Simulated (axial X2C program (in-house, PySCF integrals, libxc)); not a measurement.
**GaI⁻: cheaper levels and CCSD(T), 2c**

All values were computed with an in-house all-electron X2C program for linear molecules (integrals from PySCF). Two-component (2c) means X2C with spin–orbit coupling and atomic mean-field two-electron Coulomb and Gaunt terms. Basis: I dyall-acv3z [12s13p9d5f1g], Ga dyall-acv3z [10s10p8d5f1g] (cores contracted in-house); Gaussian nuclei, density fitting, unrestricted open shells. Masses: I 126.904 u, Ga 68.926 u.

State: Ω = 1/2 (⟨Sz⟩ = -0.50, ⟨Lz⟩ = 1.00 at HF); fragments I- + Ga.

| level | Re (Å) | ωe (cm⁻¹) |
| --- | --- | --- |
| PBE0 | 2.815 | 137.6 |
| HF | 2.996 | 100.9 |
| MP2 | 2.852 | 132.1 |
| CCSD | 2.881 | 125.0 |
| BLYP | 2.880 | 124.3 |

Correlated methods: 11 electrons correlated (number of frozen shells: I 4 s, 3 p, 2 d; Ga 3 s, 2 p, 1 d), 371 virtual spin orbitals or spinors in MP2, 90 natural virtuals in coupled cluster.

CCSD(T), same Hamiltonian and basis:

Re = 2.868 Å, ωe = 128.7 cm⁻¹; T1 = 0.012 (Lee–Taylor normalisation).

Problem. Give the differences from CCSD(T) in the columns below.

Solution. 

```csv
level,ΔRe (Å),Δωe (cm⁻¹)
PBE0,-0.053,8.9
HF,0.128,-27.8
MP2,-0.016,3.4
CCSD,0.013,-3.7
BLYP,0.012,-4.4
```

Occupations by symmetry block were frozen at the best pattern of an incomplete PBE0 search. De is not given where an atomic determinant may have missed its ground term or J level, or where the truncated virtual space spoils (T). Density functionals use the spin component along the axis (collinear). Coupled cluster ran in a truncated set of natural virtual spinors; the MP2 energy of the rest was added. (T) has no such correction and the atoms are truncated less, which lowers De at CCSD(T) by a hundredth of an eV or more. Without a current term, density functionals place determinants with orbital angular momentum somewhat too high. The highest occupied level of some functionals is positive through self-interaction error; at Hartree–Fock it is bound. With the outer-core shells frozen, correlated bond lengths of heavy atoms tend to come out a few hundredths of an ångström too long.
